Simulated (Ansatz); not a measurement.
CH₈SeSi₂ (`[SiH3][SiH2]C[SeH]`). The species carries charge 0 and has multiplicity 1. Geometry: relaxed with PBE0-D4/def2-TZVP. It is one conformer, not always the lowest.

```xyz
12

Si   -0.191   -0.081   -1.896
Si    0.988   -0.069    0.127
C    -0.180   -0.493    1.537
Se   -1.720    0.714    1.519
H    -1.193   -1.182   -1.875
H     0.749   -0.325   -3.026
H    -0.888    1.208   -2.138
H     1.560    1.283    0.384
H     2.120   -1.041    0.089
H     0.294   -0.474    2.518
H    -0.607   -1.487    1.382
H    -0.930    1.946    1.380
```

Task: What is the dipole moment at r2SCAN/def2-TZVPP? (An estimate is asked.)

Result: Ansatz gave: 1.00 D, with components (0.70, -0.42, 0.58) D in this frame, pointing from negative to positive charge.

Task: And with PBE, B3LYP, ωB97M-V? (Estimate.)

Result: Computed: PBE 0.94 D, B3LYP 0.96 D, ωB97M-V 0.96 D.

Task: Give the Mulliken charges with r2SCAN, PBE, B3LYP in def2-TZVPP. (Estimate.)

Result: Computed: 
```json
{"atom": "Si1", "r2SCAN": "0.18", "PBE": "0.11", "B3LYP": "0.17"}
{"atom": "Si2", "r2SCAN": "0.21", "PBE": "0.15", "B3LYP": "0.21"}
{"atom": "C3", "r2SCAN": "-0.24", "PBE": "-0.28", "B3LYP": "-0.31"}
{"atom": "Se4", "r2SCAN": "-0.09", "PBE": "-0.07", "B3LYP": "-0.06"}
{"atom": "H5", "r2SCAN": "-0.06", "PBE": "-0.04", "B3LYP": "-0.06"}
{"atom": "H6", "r2SCAN": "-0.07", "PBE": "-0.05", "B3LYP": "-0.06"}
{"atom": "H7", "r2SCAN": "-0.06", "PBE": "-0.04", "B3LYP": "-0.05"}
{"atom": "H8", "r2SCAN": "-0.07", "PBE": "-0.05", "B3LYP": "-0.07"}
{"atom": "H9", "r2SCAN": "-0.08", "PBE": "-0.06", "B3LYP": "-0.07"}
{"atom": "H10", "r2SCAN": "0.11", "PBE": "0.14", "B3LYP": "0.13"}
{"atom": "H11", "r2SCAN": "0.11", "PBE": "0.13", "B3LYP": "0.13"}
{"atom": "H12", "r2SCAN": "0.06", "PBE": "0.05", "B3LYP": "0.05"}
```

B3LYP here is the variant with VWN-RPA as its local correlation; programs differ in this.
